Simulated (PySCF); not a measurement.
An unknown is described by computed data only.

Formula: C6H13F.

* Dipole: 1.73 D [PBE0/pcSseg-1]
* Rotational structure: rotational constants A, B, C: 8.504, 0.818, 0.783 GHz [PBE0-D3(BJ)/def2-SVP]
* NMR, other nuclei: isotropic shieldings of nuclei other than C and H, by class: 421 (1 F) ppm [GIAO PBE0/pcSseg-1]
* 13C NMR: chemical shifts (computed TMS as zero) by class: 84.3 (1 C), 36.1 (1 C), 34.9 (1 C), 29.9 (1 C), 27.2 (1 C), 16.7 (1 C) ppm [GIAO PBE0/pcSseg-1]
* 1H NMR: chemical shifts (computed TMS as zero) by class: 4.45 (2 H), 1.39 (2 H), 1.33 (2 H), 1.24 (2 H), 1.06 (2 H), 1.02 (3 H) ppm [GIAO PBE0/pcSseg-1]
* Couplings: largest of the computed one-bond spin–spin couplings (means over like bonds): 19F–13C -232.9, 13C–1H +152.1 (×2), 13C–1H +131.4 (×3), 13C–1H +130.3 (×2), 13C–1H +129.8 (×2), 13C–1H +129.3 (×2), 13C–1H +128.7 (×2), 13C–13C +40.2 Hz [B3LYP/pcJ-1, spin–dipole term left out for some pairs]

The electronic properties come from PySCF, for the isolated species, density fitting. Levels stand in brackets. Geometry: PBE0-D3(BJ)/def2-SVP, one conformer, isolated molecule. Each NMR value is the plain mean over a class of atoms that symmetry, rotation or inversion makes alike.

Q: Give a SMILES that accounts for the data.

A: Numbering: `[CH3:1][CH2:2][CH2:3][CH2:4][CH2:5][CH2:6][F:7]`. Its formula, C6H13F, gives 0 degrees of unsaturation, so no ring and no π bond. 6 carbons fall into 6 classes; from least to most shielded: sp3 C–F carbon [C6] (84.3 ppm), chain CH2 carbon [C3] (36.1 ppm), chain CH2 carbon [C5] (34.9 ppm), chain CH2 carbon [C4] (29.9 ppm), chain CH2 carbon [C2] (27.2 ppm), methyl carbon [C1] (16.7 ppm). Hydrogen classes from least to most shielded: 2 H on an sp3 C–F carbon, C6 (4.45 ppm), 2 H on a chain CH2 carbon, C5 (1.39 ppm, a mean of values up to 0.7 ppm apart in this geometry), 2 H on a chain CH2 carbon, C4 (1.33 ppm, a mean of values up to 0.7 ppm apart in this geometry), 2 H on a chain CH2 carbon, C2 (1.24 ppm), 2 H on a chain CH2 carbon, C3 (1.06 ppm), 3 H on a methyl carbon, C1 (1.02 ppm). The other shieldings belong to: 421 ppm, alkyl fluorine [F7]. The couplings run between: -232.9 Hz, alkyl fluorine [F7] and sp3 C–F carbon [C6]; +152.1 Hz, sp3 C–F carbon [C6] and its hydrogen (with 1 like pair); +131.4 Hz, methyl carbon [C1] and its hydrogen (with 2 like pairs); +130.3 Hz, chain CH2 carbon [C4] and its hydrogen (with 1 like pair); +129.8 Hz, chain CH2 carbon [C2] and its hydrogen (with 1 like pair); +129.3 Hz, chain CH2 carbon [C5] and its hydrogen (with 1 like pair); +128.7 Hz, chain CH2 carbon [C3] and its hydrogen (with 1 like pair); +40.2 Hz, chain CH2 carbon [C5] and sp3 C–F carbon [C6]. The optimised geometry has point group C1 and is an asymmetric top. Structure: 1-fluorohexane, `CCCCCCF`. The assignments are read from this structure; whether some other isomer fits the data as well wasn't checked.

Shape of the structure used: `[CH3:1][CH2:2][CH2:3][CH2:4][CH2:5][CH2:6][F:7]`: C1–C2–C3–C4 180°, C2–C3–C4–C5 180°, C3–C4–C5–C6 -178°, C4–C5–C6–F7 60°.
